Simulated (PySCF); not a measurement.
```xyz
4
charge -1 multiplicity 1, angstrom
Ge    0.0000    0.0000    0.6676
Cl    2.0655    0.0000   -0.4689
Cl   -1.0327    1.7888   -0.4689
Cl   -1.0328   -1.7888   -0.4689
```

Computed with PySCF, PBE, basis Ge def2-SVPD, Cl def2-SVPD (no relativity, density fitting).

This geometry of [GeCl3]- is a stationary point at this level.

Question: What is the point group?

Answer: C3v.

Question: Is it a minimum?

Answer: Yes: all harmonic wavenumbers are real.

Question: What are the dipole moment and the gap between the highest occupied and lowest empty levels?

Answer: 2.49 D about the centre of mass and 4.35 eV.

Question: Give the ideal-gas entropy at 298.15 K and 1 bar by parts.

Answer: translation 173.5, rotation 111.6, vibration 59.2, spin 0.0; total 344.4 J/(mol K).

Only a few start shapes were tried, so a lower isomer may exist. The lowest empty level of this anion is unbound, so it and the gap depend on the basis.
